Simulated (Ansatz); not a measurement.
C3H11BSi, SMILES `CB[SiH2]CC`, relaxed with RKS PBE0-D4/def2-TZVP in Ansatz 0.2.0 from a PBE-D4/def2-SVP geometry. The force threshold is 0.005 eV/Å; the program also tests the step.

Total charge 0; spin multiplicity 1.

Start:

```xyz
16

C     0.504   -1.163   -1.904
B    -0.663   -1.435   -0.903
Si   -1.344   -0.095    0.458
C    -0.164    1.367    0.788
C     1.158    0.951    1.450
H     1.093   -2.066   -2.171
H    -0.037   -0.897   -2.849
H     1.182   -0.316   -1.677
H    -1.268   -2.493   -1.012
H    -2.666    0.433   -0.066
H    -1.661   -0.782    1.770
H    -0.695    2.115    1.415
H     0.029    1.873   -0.185
H     1.831    1.817    1.617
H     0.985    0.474    2.438
H     1.716    0.217    0.831
```

Task: How much energy does the relaxation release, and in how many steps? (Estimate.)

Result: The calculation gave: 5.51 kJ/mol, in 6 steps.

Task: Which bonds change most? (An estimate is asked.)

Result: Computed: Si3–C4 from 1.908 to 1.885 Å; B2–H9 from 1.224 to 1.202 Å; Si3–H10 from 1.517 to 1.498 Å; Si3–H11 from 1.514 to 1.495 Å.

Task: Give the relaxed structure. (An estimate is asked.)

Result: Ansatz gave: 
```xyz
16

C     0.499   -1.153   -1.901
B    -0.656   -1.418   -0.896
Si   -1.333   -0.083    0.460
C    -0.168    1.363    0.781
C     1.142    0.936    1.438
H     1.090   -2.043   -2.135
H    -0.021   -0.908   -2.844
H     1.161   -0.315   -1.678
H    -1.248   -2.460   -0.995
H    -2.645    0.427   -0.052
H    -1.623   -0.769    1.756
H    -0.683    2.100    1.405
H     0.030    1.863   -0.174
H     1.810    1.785    1.603
H     0.963    0.466    2.409
H     1.683    0.211    0.823
```
